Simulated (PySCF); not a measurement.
**Ionisation energy of Mo²⁷⁺ by level of theory**

Mo²⁷⁺ [Ne] 3s2 3p3 (4S) → Mo²⁸⁺ [Ne] 3s2 3p2 (3P), as a difference of total energies. Calculation: PySCF 2.14, in an even-tempered Gaussian basis (18 s from 3.6 bohr⁻², ratio 2.5; 12 p from 4.7 bohr⁻², ratio 2.5; 5 d from 20 bohr⁻², ratio 2.7; 4 f from 30 bohr⁻², ratio 2.7); the spin-free X2C one-electron Hamiltonian (Gaussian nucleus). Correlated levels: outer shells: 1s2 frozen; virtual orbitals above 40 to 60 times the deepest correlated orbital energy dropped. The calculations carry no spin-orbit coupling.

```tsv
method	ionisation energy (eV)
UHF	1463.4
LDA	1464.0
PBE	1464.3
PBE0	1464.4
r2SCAN	1465.0
BHandHLYP	1464.5
B97-3	1464.2
MP2 (outer shells)	1463.9
SCS-MP2 (outer shells)	1463.7
```

Spin-orbit coupling is strong in these open shells (close to jj coupling). The scalar numbers leave it out and a first-order estimate fails, so it can dominate the gap to the real levels.

Breit and QED terms and the two-electron picture change are absent.

For comparison: 1462 ± 6 eV (semi-empirical (NIST evaluation); NIST Atomic Spectra Database, ionization energies).
